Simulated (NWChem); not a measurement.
# BAsH$_{4}$O$_{2}$; SMILES OB(O)[AsH2]

```xyz
8

B     -0.0077     1.0255     0.0053
As    -0.0105    -1.0334    -0.0483
H     -0.9160    -1.1629     1.1665
H      1.2635    -1.1834     0.7800
O     -1.2140     1.6373    -0.0206
H     -1.1234     2.5987    -0.0470
O      1.1173     1.7919    -0.0238
H      1.9350     1.2895     0.0222
```
Atoms are numbered in this order, from 1.

The geometry was optimised at PBE0/def2-SVP.

### Question
List the 4 lowest vertical singlet excitations from LDA (Slater exchange, VWN5)/def2-SVP, full TDDFT (NWChem).

### Answer
```csv
state,energy (eV),oscillator strength,leading excitation (squared amplitude)
S1,5.93,0.015,HOMO → LUMO (0.91)
S2,6.42,0.030,HOMO → LUMO+1 (0.91)
S3,6.70,0.078,HOMO → LUMO+2 (0.85)
S4,7.22,0.066,HOMO → LUMO+3 (0.82)
```
